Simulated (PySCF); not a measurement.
Some computed properties have been withheld. Give your best values.

Compound: C9H7 (doublet state).
InChI=1S/C9H7/c1-2-3-4-5-6-9-7-8-9/h2,7,9H,1,8H2/t9-/m1/s1

```csv
property,level,value
point group of the GFN2-xTB geometry,GFN2-xTB,C1
"rotational constants A, B, C of the GFN2-xTB geometry",GFN2-xTB,?
isotropic g value,"unrestricted B3LYP/pcH-1, mean-field spin–orbit",?
spin squared ⟨S²⟩,unrestricted B3LYP/pcH-1,?
largest isotropic hyperfine couplings (means over sets of like nuclei),unrestricted B3LYP/pcH-1,?
```

Gas-phase values; electronic properties from PySCF, density fitting. Isolated species at its GFN2-xTB geometry, gas phase. Hyperfine couplings depend on the geometry, which wasn't re-optimised at a DFT level.

(1) What is the isotropic g value?

(2) Give the spin squared ⟨S²⟩.

(3) The rotational constants A, B, C of the GFN2-xTB geometry?

(4) Give the largest isotropic hyperfine couplings (means over sets of like nuclei).

Results:

(1) 2.00267.

(2) 0.754.

(3) 8.804, 0.480, 0.471 GHz.

(4) 13C +304.0, 1H +87.3, 1H +66.5, 1H +54.1, 13C -21.0 MHz.

⟨S²⟩ is 0.004 above the pure-spin value S(S + 1) = 0.75. g_iso is shifted by about +350 ppm from the free-electron value 2.002319. At 9.50 GHz, hν = g·μB·B₀ (B₀ the magnetic field) puts the centre of the isotropic spectrum, to first order, at 338.9 mT. With B = h/(8π²I), that is 505.379 GHz u Å² over I, the principal moments of inertia are 57.4, 1051.9 and 1073.1 u Å² (most abundant isotopes); the inertial defect Ic − Ia − Ib is -36.2 u Å² (zero for a rigid planar frame, negative otherwise). The rotational constants make it an asymmetric top with κ = (2B − A − C)/(A − C) = -1.00, nearer the prolate limit (−1).
